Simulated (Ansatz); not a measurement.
Calculated with Ansatz (gas phase, PBE0-D4/def2-TZVP geometries, no zero-point term in ΔE). CCSD(T)/CBS is the MP2 limit (def2-TZVPP, def2-QZVPP) plus CCSD(T) − MP2 in def2-TZVPP, frozen cores. DFT in def2-TZVPP. For Br outer-core shells are correlated without core-valence functions, which leaves a few kJ/mol of doubt a bond. Scalar relativity is left out up to krypton. One conformer a species, not always the lowest.

Consider the substitution at a C–Br bond: `FC(F)(F)CBr` + CH₃NH₂ → `CNCC(F)(F)F` + HBr.

`FC(F)(F)CBr`:

```xyz
8

F    -0.414   -1.508   -0.756
C    -0.128   -0.700    0.263
F    -1.181   -0.676    1.079
F     0.895   -1.246    0.939
C     0.279    0.681   -0.192
Br   -1.114    1.567   -1.176
H     1.149    0.596   -0.838
H     0.514    1.285    0.681
```

CH₃NH₂:

Cartesian coordinates in Å:
```
C 0.327 -0.344 -0.313
N -0.750 0.406 0.310
H 1.333 -0.134 0.077
H 0.336 -0.140 -1.386
H 0.139 -1.413 -0.194
H -0.602 1.401 0.201
H -0.784 0.224 1.305
```

`CNCC(F)(F)F`:

```xyz
13

C     0.423   -0.106   -1.868
N    -0.416    0.001   -0.695
C     0.331   -0.027    0.532
C    -0.589   -0.040    1.728
F    -1.351   -1.131    1.783
F     0.120    0.015    2.864
F    -1.413    1.022    1.720
H     0.907   -1.086   -1.884
H     1.214    0.660   -1.926
H    -0.195   -0.029   -2.764
H    -0.977    0.843   -0.738
H     0.924   -0.944    0.577
H     1.024    0.820    0.671
```

HBr:

```xyz
2

Br    0.278   -0.539    0.369
H    -0.278    0.539   -0.369
```

| level | ΔE (eV) |
| --- | --- |
| BLYP | -0.03 |
| HF/def2-QZVPP | -0.12 |

What does CCSD(T)/CBS give? (An estimate is asked.)

Ansatz gave: -0.06 eV. The listed levels differ from it by 0.03, -0.06 eV.

Largest T1 diagnostic among the species: 0.011.

Leaving LDA and LC-ωPBE aside and taking each functional with its dispersion term where it has one, the values, not all of them listed here, spread over 0.09 eV, from CAM-B3LYP-D4 to BLYP-D4. LDA lies −0.15 eV from PBE without D4. From BLYP to BHLYP (50 % exact exchange), in def2-TZVPP and without D4, ΔE moves by −0.08 eV. At CCSD(T), def2-SVP lies −0.27 eV from the extrapolated value and def2-TZVPP −0.02 eV.
